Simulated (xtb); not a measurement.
F$_{2}$Si, charge -1, doublet, from a rough starting geometry (a state made from the parent by changing its charge; the spin is typed, not shown lowest); GFN2-xTB (xtb).

The xtb input:
```
$ xtb mol.xyz --gfn 2 --chrg -1 --uhf 1 --opt vtight --json

# file mol.xyz
3

Si    -0.03471761    -0.03615165     0.73241901
F      0.98151834    -0.63778062    -0.33049677
F     -0.93617195     0.63756695    -0.41307862
```

Output, abridged:

```
   ID    Z sym.   atoms
    1   14 Si     1
    2    9 F      2, 3

           -------------------------------------------------
          |                Calculation Setup                |
           -------------------------------------------------

           -------------------------------------------------
          |                 G F N 2 - x T B                 |
           -------------------------------------------------

          ...................................................
          :                      SETUP                      :
          :.................................................:
          :  # basis functions                  18          :
          :  # atomic orbitals                  17          :
          :  # shells                            7          :
          :  # electrons                        19          :
          :  max. iterations                   250          :
          :  Hamiltonian                  GFN2-xTB          :
          :  restarted?                      false          :
          :  GBSA solvation                  false          :
          :  PC potential                    false          :
          :  electronic temp.          300.0000000     K    :
          :  accuracy                    1.0000000          :
          :  -> integral cutoff          0.2500000E+02      :
          :  -> integral neglect         0.1000000E-07      :
          :  -> SCF convergence          0.1000000E-05 Eh   :
          :  -> wf. convergence          0.1000000E-03 e    :
          :  Broyden damping             0.4000000          :
          :  net charge                         -1          :
          :  unpaired electrons                  1          :
          ...................................................

 iter      E             dE          RMSdq      gap      omega  full diag
   1    -11.3449798 -0.113450E+02  0.122E+01    2.23       0.0  T
   2    -11.3825463 -0.375665E-01  0.911E+00    2.34       1.0  T
   3    -11.3829389 -0.392583E-03  0.319E+00    2.42       1.0  T
   4    -11.3829904 -0.514882E-04  0.388E-01    2.47       1.0  T
   5    -11.3829896  0.858054E-06  0.515E-02    2.48       1.1  T
   6    -11.3829933 -0.372922E-05  0.170E-02    2.49       3.4  T
   7    -11.3829933  0.229478E-07  0.141E-02    2.49       4.1  T
   8    -11.3829933 -0.292487E-07  0.129E-03    2.49      44.7  T
   9    -11.3829933 -0.255789E-08  0.353E-04    2.49     163.3  T
  10    -11.3829933 -0.329354E-10  0.319E-05    2.49    1812.6  T

   *** convergence criteria satisfied after 10 iterations ***

         :::::::::::::::::::::::::::::::::::::::::::::::::::::
         ::                     SUMMARY                     ::
         :::::::::::::::::::::::::::::::::::::::::::::::::::::
         :: total energy             -11.357343392330 Eh    ::
         :: gradient norm              0.136175528678 Eh/a0 ::
         :: HOMO-LUMO gap              2.485724543100 eV    ::
         ::.................................................::
         :: SCC energy               -11.382993288047 Eh    ::
         :: -> isotropic ES            0.203471385168 Eh    ::
         :: -> anisotropic ES         -0.014572351179 Eh    ::
         :: -> anisotropic XC         -0.006003143850 Eh    ::
         :: -> dispersion             -0.001052006719 Eh    ::
         :: repulsion energy           0.025649895717 Eh    ::
         :: add. restraining           0.000000000000 Eh    ::
         :: total charge              -1.000000000000 e     ::
         :::::::::::::::::::::::::::::::::::::::::::::::::::::

      -----------------------------------------------------------
     |                   =====================                   |
     |                        A N C O P T                        |
     |                   =====================                   |
     |               Approximate Normal Coordinate               |
[...]
 * total energy  :   -11.3573434 Eh     change       -0.1918465E-12 Eh
 * total energy  :   -11.3668425 Eh     change       -0.9499152E-02 Eh
 * total energy  :   -11.3759506 Eh     change       -0.9108084E-02 Eh
 * total energy  :   -11.3787714 Eh     change       -0.2820809E-02 Eh
 * total energy  :   -11.3797858 Eh     change       -0.1014365E-02 Eh
 * total energy  :   -11.3800372 Eh     change       -0.2513761E-03 Eh
 * total energy  :   -11.3801163 Eh     change       -0.7914073E-04 Eh
 * total energy  :   -11.3801727 Eh     change       -0.5640954E-04 Eh
 * total energy  :   -11.3802173 Eh     change       -0.4459611E-04 Eh
 * total energy  :   -11.3802346 Eh     change       -0.1728748E-04 Eh
 * total energy  :   -11.3802361 Eh     change       -0.1475501E-05 Eh
 * total energy  :   -11.3802361 Eh     change       -0.2879032E-07 Eh
   *** GEOMETRY OPTIMIZATION CONVERGED AFTER 12 ITERATIONS ***
         :: total energy             -11.380236117935 Eh    ::
[...]
         :: -> anisotropic XC         -0.002766780651 Eh    ::
         :: -> dispersion             -0.001086636919 Eh    ::
         :: repulsion energy           0.001816031640 Eh    ::
         :: add. restraining           0.000000000000 Eh    ::
         :: total charge              -1.000000000000 e     ::
         :::::::::::::::::::::::::::::::::::::::::::::::::::::

           -------------------------------------------------
          |                Property Printout                |
           -------------------------------------------------

    * Orbital Energies and Occupations

         #    Occupation            Energy/Eh            Energy/eV
      -------------------------------------------------------------
         1        2.0000           -0.4932625             -13.4224
         2        2.0000           -0.4667889             -12.7020
         3        2.0000           -0.2817116              -7.6658
         4        2.0000           -0.1974345              -5.3725
         5        2.0000           -0.1886020              -5.1321
         6        2.0000           -0.1871542              -5.0927
         7        2.0000           -0.1850142              -5.0345
         8        2.0000           -0.1808475              -4.9211
         9        2.0000           -0.1077471              -2.9319
        10        1.0000            0.0185962               0.5060 (HOMO)
        11                          0.0882651               2.4018 (LUMO)
        12                          0.1199191               3.2632
        13                          0.2567169               6.9856
        14                          0.2691938               7.3251
        15                          0.3132467               8.5239
        16                          0.4513390              12.2816
        17                          0.7285549              19.8250
      -------------------------------------------------------------
                  HL-Gap            0.0696689 Eh            1.8958 eV
             Fermi-level            0.0044276 Eh            0.1205 eV

     #   Z          covCN         q      C6AA      α(0)
     1  14 Si       1.348     0.165   216.526    31.658
     2   9 F        0.674    -0.582    16.070     4.732
     3   9 F        0.674    -0.582    16.067     4.732

 Mol. C6AA /au·bohr⁶  :        481.423528
 Mol. C8AA /au·bohr⁸  :      23605.870541
 Mol. α(0) /au        :         41.122647

Wiberg/Mayer (AO) data.
largest (>0.10) Wiberg bond orders for each atom

 ---------------------------------------------------------------------------
     #   Z sym  total        # sym  WBO       # sym  WBO       # sym  WBO
 ---------------------------------------------------------------------------
     1  14 Si   1.426 --     3 F    0.713     2 F    0.713
     2   9 F    0.727 --     1 Si   0.713
     3   9 F    0.727 --     1 Si   0.713
 ---------------------------------------------------------------------------

Topologies differ in total number of bonds
Writing topology from bond orders to xtbtopo.mol

molecular dipole:
                 x           y           z       tot (Debye)
 q only:       -0.078      -0.010       1.205
   full:       -0.031       0.012       0.400       1.020
molecular quadrupole (traceless):
                xx          xy          yy          xz          yz          zz
 q only:       -4.123       5.501       0.497      -0.290       0.193       3.626
  q+dip:       -2.915       5.742       1.923      -0.064       0.350       0.993
   full:       -2.371       4.706       1.594      -0.048       0.286       0.778

optimized geometry written to: xtbopt.xyz

           -------------------------------------------------
          | TOTAL ENERGY              -11.380236117935 Eh   |
          | GRADIENT NORM               0.000017157253 Eh/α |
          | HOMO-LUMO GAP               1.895787829070 eV   |
           -------------------------------------------------

normal termination of xtb
```
